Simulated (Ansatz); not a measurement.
CH$_{3}$AlF$_{2}$ (SMILES [CH3][Al]([F])[F]), singlet, geometry from GFN2-xTB (such geometries of metal compounds can be far from the true shape); CAM-B3LYP/cc-pVDZ run with Ansatz (a program for electronic structure).

Ansatz was given this input:
Ansatz 0.2 input:
```yaml
crystal:
  periodic: [false, false, false]
  atoms:
    - {symbol: Al, position_ang: [0.05180306, 0.04011766, 0.00222470]}
    - {symbol: C, position_ang: [-1.50805595, -1.16573156, -0.06233932]}
    - {symbol: H, position_ang: [-1.30669362, -2.03874718, -0.68318980]}
    - {symbol: H, position_ang: [-2.37664668, -0.64890162, -0.46820696]}
    - {symbol: H, position_ang: [-1.76055472, -1.53755322, 0.93063349]}
    - {symbol: F, position_ang: [0.01100760, 1.60162551, -0.52911869]}
    - {symbol: F, position_ang: [1.52441362, -0.41295198, 0.59199405]}
basis:
  gaussian:
    orbitals: cc-pVDZ
hamiltonian:
  xc: cam_b3lyp
scf: {lower_state_search: full}
```

What the program printed (banner, timings and long lists left out):

```
Functional definition: CAM-B3LYP
696 factors; integrals over basis functions are off by at most 9.8e-4 eV
244 factors; integrals over basis functions are off by at most 9.8e-6 eV
mean field evaluation 1: about -13112.8249 eV, gradient 5.7e1 eV
mean field evaluation 2: about -13112.8935 eV, gradient 5.7e1 eV
mean field evaluation 4: about -13118.8969 eV, gradient 6.3e0 eV
mean field evaluation 8: about -13118.9895 eV, gradient 3.1e-2 eV
mean field -13118.98945916 eV, -482.1139702536 hartree, gradient 8.6e-5 eV, S^2 0.000000; 0 other end points of the search recorded, 0 dependent functions left out
reference -13118.98957779 eV, -482.1139746133 hartree; 20, 20 occupied and 55, 55 virtual orbitals, 696 factors
Total energy: -13118.98957779 eV, -482.1139746133 hartree
```
